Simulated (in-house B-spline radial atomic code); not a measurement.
Computed with a B-spline radial atomic code. Model: two electrons, singlet ground state, non-relativistic, full CI in B-splines with partial waves to l = 8 (at full coupling up to 3e-4 hartree above the limit, correlation up to 0.6 % small), density held at that of full coupling by Lieb maximisation.

W(λ) is the mean repulsion in the state of coupling λ less the Hartree energy of the fixed density. Its start is exact exchange, its initial slope is twice the second-order Görling-Levy correlation energy, and its area from 0 to 1 is E_xc. A straight curve means weak, dynamic correlation, and a curve that drops fast and flattens means strong correlation.

Command:
```bash
python run_ac.py task.json out
```
Settings (lengths in bohr, energies in hartree):
```
potential              yukawa
strength               7.99
lmax                   8
second                 1.07
```

Run time, properties included: 12 s on 1 thread of Intel(R) Xeon(R) Processor @ 2.30GHz, on a shared host.

**W = mean repulsion less Hartree energy, and W of three functionals.**

Given: confinement screened point charge; nuclear charge 7.99; screening of the nucleus 1.07 1/bohr; external potential -Z exp(-k r)/r.

Computed: PBE exchange minus exact 85.794 millihartree; SCAN exchange minus exact -6.2755 millihartree.

```json
{"coupling": "0", "W xc (hartree)": "-4.6948", "W xc minus exchange (millihartree)": "0", "kinetic minus Kohn-Sham (millihartree)": "0", "LDA (PW92) W minus its exchange (millihartree)": "0", "PBE W minus its exchange (millihartree)": "0", "SCAN W minus its exchange (millihartree)": "0"}
{"coupling": "0.02", "W xc (hartree)": "-4.6966", "W xc minus exchange (millihartree)": "-1.871", "kinetic minus Kohn-Sham (millihartree)": "0", "LDA (PW92) W minus its exchange (millihartree)": "-15.58", "PBE W minus its exchange (millihartree)": "-1.87", "SCAN W minus its exchange (millihartree)": "-1.85"}
{"coupling": "0.05", "W xc (hartree)": "-4.6994", "W xc minus exchange (millihartree)": "-4.671", "kinetic minus Kohn-Sham (millihartree)": "0.1", "LDA (PW92) W minus its exchange (millihartree)": "-33.34", "PBE W minus its exchange (millihartree)": "-4.69", "SCAN W minus its exchange (millihartree)": "-4.6"}
{"coupling": "0.12", "W xc (hartree)": "-4.7059", "W xc minus exchange (millihartree)": "-11.172", "kinetic minus Kohn-Sham (millihartree)": "0.7", "LDA (PW92) W minus its exchange (millihartree)": "-67.36", "PBE W minus its exchange (millihartree)": "-11.31", "SCAN W minus its exchange (millihartree)": "-10.93"}
{"coupling": "0.25", "W xc (hartree)": "-4.7179", "W xc minus exchange (millihartree)": "-23.127", "kinetic minus Kohn-Sham (millihartree)": "2.9", "LDA (PW92) W minus its exchange (millihartree)": "-118.78", "PBE W minus its exchange (millihartree)": "-23.68", "SCAN W minus its exchange (millihartree)": "-22.47"}
{"coupling": "0.4", "W xc (hartree)": "-4.7315", "W xc minus exchange (millihartree)": "-36.738", "kinetic minus Kohn-Sham (millihartree)": "7.3", "LDA (PW92) W minus its exchange (millihartree)": "-168.61", "PBE W minus its exchange (millihartree)": "-37.94", "SCAN W minus its exchange (millihartree)": "-35.49"}
{"coupling": "0.6", "W xc (hartree)": "-4.7494", "W xc minus exchange (millihartree)": "-54.584", "kinetic minus Kohn-Sham (millihartree)": "16.2", "LDA (PW92) W minus its exchange (millihartree)": "-225.99", "PBE W minus its exchange (millihartree)": "-56.86", "SCAN W minus its exchange (millihartree)": "-52.42"}
{"coupling": "0.8", "W xc (hartree)": "?", "W xc minus exchange (millihartree)": "?", "kinetic minus Kohn-Sham (millihartree)": "?", "LDA (PW92) W minus its exchange (millihartree)": "?", "PBE W minus its exchange (millihartree)": "?", "SCAN W minus its exchange (millihartree)": "?"}
{"coupling": "1", "W xc (hartree)": "-4.784", "W xc minus exchange (millihartree)": "-89.278", "kinetic minus Kohn-Sham (millihartree)": "43.9", "LDA (PW92) W minus its exchange (millihartree)": "-322.38", "PBE W minus its exchange (millihartree)": "-94.08", "SCAN W minus its exchange (millihartree)": "-85.01"}
{"coupling": "1.4", "W xc (hartree)": "-4.8175", "W xc minus exchange (millihartree)": "-122.7", "kinetic minus Kohn-Sham (millihartree)": "84", "LDA (PW92) W minus its exchange (millihartree)": "-403.58", "PBE W minus its exchange (millihartree)": "-130.28", "SCAN W minus its exchange (millihartree)": "-116.11"}
{"coupling": "2", "W xc (hartree)": "?", "W xc minus exchange (millihartree)": "?", "kinetic minus Kohn-Sham (millihartree)": "?", "LDA (PW92) W minus its exchange (millihartree)": "?", "PBE W minus its exchange (millihartree)": "?", "SCAN W minus its exchange (millihartree)": "?"}
{"coupling": "3", "W xc (hartree)": "-4.9397", "W xc minus exchange (millihartree)": "-244.94", "kinetic minus Kohn-Sham (millihartree)": "350.6", "LDA (PW92) W minus its exchange (millihartree)": "-650.27", "PBE W minus its exchange (millihartree)": "-263.75", "SCAN W minus its exchange (millihartree)": "-228.51"}
{"coupling": "4.5", "W xc (hartree)": "-5.0399", "W xc minus exchange (millihartree)": "-345.17", "kinetic minus Kohn-Sham (millihartree)": "724.9", "LDA (PW92) W minus its exchange (millihartree)": "-820.98", "PBE W minus its exchange (millihartree)": "-373.57", "SCAN W minus its exchange (millihartree)": "-320.04"}
{"coupling": "7", "W xc (hartree)": "-5.1823", "W xc minus exchange (millihartree)": "-487.5", "kinetic minus Kohn-Sham (millihartree)": "1537.5", "LDA (PW92) W minus its exchange (millihartree)": "-1038.4", "PBE W minus its exchange (millihartree)": "-529.84", "SCAN W minus its exchange (millihartree)": "-450.38"}
{"coupling": "10", "W xc (hartree)": "-5.3215", "W xc minus exchange (millihartree)": "-626.71", "kinetic minus Kohn-Sham (millihartree)": "2713.3", "LDA (PW92) W minus its exchange (millihartree)": "-1235.1", "PBE W minus its exchange (millihartree)": "-683.81", "SCAN W minus its exchange (millihartree)": "-579.45"}
```

**Question.** What belongs in the row 0.8?

**Answer.** W xc (hartree): -4.7669; W xc minus exchange (millihartree): -72.094; kinetic minus Kohn-Sham (millihartree): 28.5; LDA (PW92) W minus its exchange (millihartree): -276.6; PBE W minus its exchange (millihartree): -75.59; SCAN W minus its exchange (millihartree): -68.91.

**Question.** What belongs in the row 2?

**Answer.** W xc (hartree): -4.8654; W xc minus exchange (millihartree): -170.59; kinetic minus Kohn-Sham (millihartree): 165.3; LDA (PW92) W minus its exchange (millihartree): -507.47; PBE W minus its exchange (millihartree): -182.45; SCAN W minus its exchange (millihartree): -160.34.

**Question.** What is the LDA exchange minus exact?

**Answer.** 662.44 millihartree.

**Energy parts, natural occupations and partial-wave weights.**

Computed: exchange energy -4.6948 hartree; correlation energy -0.045351 hartree; kinetic part of the DFT correlation energy 0.043927 hartree; initial slope twice GL2 -0.093634 hartree; kinetic part over minus potential part 0.49202; Hartree energy 9.3895 hartree; Kohn-Sham kinetic 57.42 hartree.

```
natural  occupation of the shell (electrons)
      s                               1.9991
      p                           0.00049392
      s                                    ?
      d                           2.7346e-05
      p                           1.9435e-05
      s                           7.9535e-06
```

**Question.** What belongs in the row s?

**Answer.** occupation of the shell (electrons): 0.00032764.

| wave | weight |
| --- | --- |
| s | 0.99972 |
| p | 0.00025771 |
| d | 1.5417e-05 |
| f | ? |
| g | 5.5018e-07 |

**Question.** What belongs in the row f?

**Answer.** weight: 2.2988e-06.

**Question.** What is the total energy?

**Answer.** -43.5635 hartree.

**Question.** What is the Lieb Oxford ratio E_xc over LDA exchange?

**Answer.** 1.1755.

Half-way to full coupling W has made 51 % of its drop, against 50 % for a straight line, and second-order (GL2) theory, half the initial slope, overshoots the correlation energy by about 3 %: correlation is weak here. Over couplings 0 to 1 the errors in E_xc come to about +520 millihartree for LDA, +84 millihartree for PBE, -4.4 millihartree for SCAN, so SCAN is nearest. In LDA and PBE and SCAN the errors of exchange and correlation have opposite signs, so the sum is smaller than the larger of the two.
